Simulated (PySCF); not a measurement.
Run record for `[H]/N=C\C1=NC=CC=N1`: wB97X-D/6-31++G**, fitting basis def2-universal-jkfit, full TDDFT, 3 singlets.

Method: TDDFT wB97X-D/6-31++G**, vertical, gas phase, core orbitals frozen in the response (PySCF 2.14.0, density-fitted response routines). Geometry: GFN2-xTB. The input is one job of a driver script: a line of settings, then coordinates in Å.

Command:
```bash
OMP_NUM_THREADS=1 python probes_run.py task.json out
```

Input:
```
{"job": {"kind": "uv", "xc": "wB97X-D", "basis": "6-31++G**", "nstates": 3, "ntriplets": 5, "tda": false, "scf": {"aux": "def2-universal-jkfit"}}, "charge": 0, "multiplicity": 1}
N      2.856095     0.960478     0.301639
C      2.171630    -0.043320    -0.015744
C      0.697701    -0.113123    -0.037109
N      0.144022    -1.264547    -0.402815
C     -1.175009    -1.319738    -0.419491
C     -1.964602    -0.230448    -0.073259
C     -1.285643     0.924499     0.292924
N      0.032323     0.985270     0.312203
H      2.288803     1.770635     0.558409
H      2.683268    -0.954697    -0.305931
H     -1.606127    -2.266042    -0.721513
H     -3.040823    -0.278082    -0.087372
H     -1.806026     1.829600     0.580332
```

Output:
```
final grid: 115880 points
cycle   1  E = -357.5772728397  dE =  1.812e+00  |g| = 5.358e-01  |ddm| = 5.179e+00
cycle   2  E = -357.5757976327  dE =  1.475e-03  |g| = 6.154e-01  |ddm| = 3.492e+00
cycle   3  E = -357.6528862780  dE = -7.709e-02  |g| = 6.016e-02  |ddm| = 1.653e+00
cycle   4  E = -357.6535650568  dE = -6.788e-04  |g| = 4.246e-02  |ddm| = 2.171e-01
cycle   5  E = -357.6539669741  dE = -4.019e-04  |g| = 1.115e-02  |ddm| = 1.149e-01
cycle   6  E = -357.6539967887  dE = -2.981e-05  |g| = 3.785e-03  |ddm| = 3.501e-02
cycle   7  E = -357.6540009567  dE = -4.168e-06  |g| = 1.103e-03  |ddm| = 1.104e-02
cycle   8  E = -357.6540014134  dE = -4.568e-07  |g| = 4.304e-04  |ddm| = 6.509e-03
cycle   9  E = -357.6540014627  dE = -4.923e-08  |g| = 1.178e-04  |ddm| = 1.035e-03
cycle  10  E = -357.6540014669  dE = -4.275e-09  |g| = 5.391e-05  |ddm| = 4.428e-04
cycle  11  E = -357.6540014678  dE = -8.581e-10  |g| = 1.520e-05  |ddm| = 1.532e-04
converged SCF energy = -357.6540014678

Static polarisability (au): isotropic 74.835, principal 41.690 78.153 104.662

Singlet excitations
state   eV       nm        f      main configurations
  1   4.1708    297.3   0.00210   H->L 0.93
  2   4.5007    275.5   0.00004   H-1->L 0.84
  3   4.6021    269.4   0.00587   H->L+1 0.47, H-1->L+1 0.44

Triplet excitations (Tamm-Dancoff, eV): 3.6095 3.9238 4.0354 4.1497 4.7880
```

H and L stand for HOMO and LUMO; the number after each pair is its weight.

Task: How does the lowest singlet excitation compare with the HOMO–LUMO gap?

Result: HOMO -9.48 eV and LUMO -0.33 eV give a gap of 9.15 eV; S1 at 4.17 eV lies 4.98 eV below it.

Task: Which computed singlet has the largest oscillator strength, and what do all of them sum to?

Result: State 3 at 4.60 eV (269 nm), f = 0.006; the 3 states sum to 0.008.

In short: SCF converged in 11 cycles with 174 basis and 696 fitting functions; HOMO -9.48 eV, LUMO -0.33 eV; lowest singlet 4.17 eV; lowest triplet 3.61 eV (Tamm–Dancoff); mean polarisability 74.8 au.

All basis functions are spherical, in the Pople sets too.

Time: 28 s of wall time (grids of density and orbitals included); peak memory 0.79 GiB. Hardware: one thread, Arm Neoverse V1 (aarch64), shared host with 32 logical CPUs at a one-minute load of 7.5.

The values belong to the conformer `[H]/[N:1]=[CH:2]\[c:3]1[n:4][cH:5][cH:6][cH:7][n:8]1`: N1–C2–C3–N4 180°.

Note: wB97X-D ran without an empirical dispersion term, which enters the total energy and its gradient alone.
